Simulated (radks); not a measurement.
Results of a calculation; reference values are marked as such.
All-electron atom: Tm2+ in [Xe] 4f(5/2: 5, 7/2: 7) 6s1 (not the ground configuration).

Code: a radial shooting solver on a logarithmic mesh with Libxc functionals. Model: Dirac Kohn-Sham, relativistic LDA (MacDonald-Vosko exchange, VWN5 correlation), spin-unpolarised, spherical densities, finite nucleus; Fermi nuclear charge, rms radius 5.2256 fm.

Energy parts (Ry):
| part | energy |
|---|---|
| total | -27093.7583 |
| kinetic | 29887.1979 |
| electron-nucleus | -67007.8652 |
| Hartree | 10532.2123 |
| exchange-correlation | -505.3033 |

Orbitals (lengths in bohr, moments of r in powers of bohr; <r^-3> diverges for s and p1/2):
| orbital | occ. | eigenvalue (Ry) | <1/r> | <r^-3> |
|---|---|---|---|---|
| 1s1/2 | 2 | -4323.971 | 78.71 | - |
| 2s1/2 | 2 | -731.5855 | 18.98 | - |
| 2p1/2 | 2 | -698.2095 | 18.96 | - |
| 2p3/2 | 4 | -627.0349 | 16.38 | 12710 |
| 3s1/2 | 2 | -165.8997 | 6.954 | - |
| 3p1/2 | 2 | -151.0565 | 6.875 | - |
| 3p3/2 | 4 | -136.0177 | 6.212 | 2791 |
| 3d3/2 | 4 | -110.4626 | 6.105 | 478.0 |
| 3d5/2 | 6 | -107.1577 | 5.944 | 416.3 |
| 4s1/2 | 2 | -34.08187 | 2.917 | - |
| 4p1/2 | 2 | -28.08852 | 2.810 | - |
| 4p3/2 | 4 | -24.66868 | 2.578 | 634.4 |
| 4d3/2 | 4 | -14.74379 | 2.361 | 93.46 |
| 4d5/2 | 6 | -14.11691 | 2.304 | 79.88 |
| 5s1/2 | 2 | -5.48526 | 1.104 | - |
| 5p1/2 | 2 | -3.81059 | 0.9779 | - |
| 5p3/2 | 4 | -3.35501 | 0.8976 | 83.01 |
| 4f5/2 | 5 | -2.04537 | 1.764 | 12.47 |
| 4f7/2 | 7 | -1.95157 | 1.737 | 11.90 |
| 6s1/2 | 1 | -1.28441 | 0.4088 | - |

The highest occupied level is 6s1/2 at -17.475 eV. The density falls to 0.001 e/bohr^3 at r = 4.09 bohr. The electron density at the nucleus is 9.366e+05 e/bohr^3. Summed over all electrons, <r^2> = 44.00 bohr^2, which gives a Langevin (diamagnetic) susceptibility term of -34.9 x 10^-6 cm^3/mol.
